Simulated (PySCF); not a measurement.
## Excitation energy of Si by level of theory

Si [Ne] 3s2 3p2 (3P) → Si [Ne] 3s2 3p1 3d1 (high-spin determinant), as a difference of total energies. All numbers are calculated (PySCF 2.14, no relativity, point nucleus, in aug-cc-pV(D+d)Z (5s4p3d, 32 functions)). Correlated levels: valence: [Ne] frozen. The calculations carry no spin-orbit coupling.

```tsv
method	excitation energy (eV)
UHF	7.621
LDA	6.893
PBE	6.809
PBE0	7.068
r2SCAN	7.166
TPSSh	7.056
BLYP	6.742
B3LYP	6.976
M06-2X	7.109
MP2 (valence)	7.632
SCS-MP2 (valence)	7.569
```

The promoted electron is Rydberg-like, and one or two diffuse shells describe it only roughly, which tends to raise the upper state.

In the upper state the promoted electron has a positive orbital energy at LDA, PBE, PBE0, r2SCAN, TPSSh, BLYP, B3LYP, M06-2X, so the basis confines it.

The determinant of the upper state mixes LS terms, which raises its energy above the lowest term, most at the Hartree-Fock and MP2 levels.
